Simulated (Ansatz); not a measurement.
Ga(Me)2 (C₂H₆Ga), SMILES [CH3][Ga][CH3], multiplicity 2.

Geometry optimised at B3LYP-D3(BJ)/def2-SVP. The spin state was assumed, not searched. The isomer is the one that the SMILES or the coordinates give; other isomers of the formula were not compared.

Two levels are set side by side: PBE/def2-SVPD (Ansatz, a quantum-chemistry and plane-wave program) and PBE0/def2-SVPD (Ansatz). Energy differences of separate SCF runs at the same geometry; the states with an electron removed or added have multiplicity 1 and 1. Differences are taken from unrounded values.

| quantity | PBE0 | PBE | PBE minus PBE0 |
|---|---|---|---|
| vertical ionisation energy (eV) | 7.10 | 6.99 | -0.11 |
| vertical electron affinity (eV) | 0.45 | 0.54 | 0.09 |
